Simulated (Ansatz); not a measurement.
Ansatz (a first-principles code) input:

Ansatz 0.2 input:
```yaml
crystal:
  periodic: [false, false, false]
  atoms:
    - {symbol: Zr, position_ang: [-0.00000000, -0.00000000, -0.04472145]}
    - {symbol: H, position_ang: [0.00000000, 0.00000000, 1.78885793]}
basis:
  gaussian:
    orbitals: def2-TZVP
hamiltonian:
  xc: b3lyp
  dispersion: d3bj
magnetization: {spin_polarized: true, initial_magnetization: 1}
phonons: {temperatures: {t_min: 298.15, t_max: 298.15, t_step: 100}}
```

Question: What final total energy does it print?

Answer: -47.52017 Eh (B3LYP-D3(BJ)/def2-TZVP). The basis has 46 functions.

The spin state was set by rule; other spins were not relaxed.

The determinant is spin-contaminated: <S^2> is 1.41 against 0.75 for a pure state.
